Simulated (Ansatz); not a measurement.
Relaxation of AlH2ISe (5 atoms, charge 0, multiplicity 1), to a largest force component of 0.02 eV/Å in at most 50 steps.

Computed with Ansatz 0.2.0, UKS PBE0-D4/def2-SVP.

```xyz
5
Properties=species:S:1:pos:R:3:forces:R:3
Se -1.806 -0.373 -0.139 1.12 -0.30 -0.14
Al 0.363 0.157 0.419 1.31 1.58 2.13
I 2.401 -1.312 0.277 -0.41 0.11 -0.06
H -0.351 -0.811 -0.543 -2.28 -2.09 -2.15
H 0.619 1.557 0.970 0.25 0.70 0.22
```

Problem. Where does it end, and by what steps?

Solution. The forces met the threshold. After 9 steps the energy has fallen by 1.498 eV; H4 moved furthest, 0.99 Å. Parted: Al2–H4.

| step | energy less start (eV) | largest force component (eV/Å) | accepted |
| --- | --- | --- | --- |
| 0 | 0.0000 | 2.280 | yes |
| 1 | -0.6099 | 1.238 | yes |
| 2 | -1.0293 | 0.748 | yes |
| 3 | -1.2401 | 0.640 | yes |
| 4 | -1.3752 | 0.460 | yes |
| 5 | -1.4519 | 0.330 | yes |
| 6 | -1.4877 | 0.257 | yes |
| 7 | -1.4862 | 0.450 | no |
| 8 | -1.4950 | 0.037 | yes |
| 9 | -1.4978 | 0.010 | yes |

```xyz
5
Properties=species:S:1:pos:R:3
Se -1.507 -0.236 -0.319
Al 0.544 0.366 0.548
I 2.481 -1.152 0.309
H -0.987 -1.508 -0.845
H 0.695 1.747 1.290
```

Run time: 44 s on 2 threads of Arm Neoverse V1, on a shared host, peak memory 0.29 GiB.
